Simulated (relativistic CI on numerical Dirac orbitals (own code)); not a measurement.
# Ni³⁺ in a cubic cluster: 2p photoemission with charge transfer

Computed with a charge-transfer multiplet model of a cubic metal-ligand cluster with up to 2 ligand holes, Slater and spin-orbit integrals from Dirac-Coulomb-Breit ions, Slater integrals scaled by 0.8. The parameters are those of a tetrahedral site (10Dq negative, t2 hopping the larger). The ground state mixes d7 with configurations of k ligand holes L, whose averages lie at kΔ + k(k − 1)U_dd/2; a core hole lowers each added d electron by U_cd. 300 K, Lorentzian 0.6 eV and Gaussian 0.8 eV FWHM.

Atomic integrals in eV (Slater integrals scaled, ζ unscaled), ground: F2dd 10.578, F4dd 6.603, zeta_d 0.089; with the core hole: F2dd 11.936, F4dd 7.492, zeta_d 0.124, zeta_core 11.400, F2cd 7.214, G1cd 5.576, G3cd 3.173.

Cluster parameters (eV): U_dd = 6.5, U_cd = 7.9, 10Dq = -0.4, 10Dq(ligand) = 0, V(eg) = 1.38, V(t2g) = -2.34, final-state hopping factor = 0.8.

```csv
Case,n_d,d7,d8L,d9L2,S
Δ = 0.5 eV,7.52,0.52,0.43,0.05,1.50
Δ = 1.5 eV,7.44,0.60,0.37,0.03,1.50
Δ = 2.5 eV,7.36,0.66,0.32,0.02,1.50
Δ = 3.5 eV,7.30,0.72,0.27,0.02,1.50
Δ = 4.5 eV,7.25,0.77,0.22,0.01,1.50
```

Weights, n_d and S are thermal averages at 300 K. Binding energies count from the first peak over 30 % of the highest in each spectrum, which can be another peak from case to case. The parameters are a model scan and need not match a compound or its usual spin state. Peaks in eV (height, largest 100):
- Δ = 0.5 eV: 0.0 (100), 4.7 (21), 6.8 (25), 10.2 (20), 18.0 (52), 25.2 (18), 26.2 (14), 30.1 (7)
- Δ = 1.5 eV: 0.0 (100), 6.6 (32), 10.1 (21), 14.9 (6), 18.2 (52), 25.4 (20), 29.6 (6)
- Δ = 2.5 eV: 0.0 (100), 6.3 (36), 9.9 (19), 14.1 (5), 15.7 (6), 18.3 (53), 25.5 (21)
- Δ = 3.5 eV: 0.0 (100), 6.1 (37), 7.2 (35), 10.0 (15), 10.7 (15), 18.3 (54), 25.1 (23)
- Δ = 4.5 eV: 0.0 (100), 6.2 (36), 10.8 (13), 18.6 (55), 25.0 (22)

For the case Δ = 3.5 eV, Δ = 3.5 eV is smaller than U_dd = 6.5 eV, the charge-transfer side of the Zaanen-Sawatzky-Allen scheme. With the core hole the configuration with one ligand hole lies at Δ − U_cd = -7.4, -6.4, -5.4, -4.4, -3.4 eV from the one without, in the order of the table; where this is negative the screened configuration lies lower, though the effective hopping of about 3.1 eV (from the holes of the mixed ground state) mixes the two strongly wherever it is as large as the gap.

With at most 2 ligand holes the space is cut while the next configuration still counts, so covalency is underestimated, and a final configuration with one more ligand hole, which can lie low, is missing from the spectra.
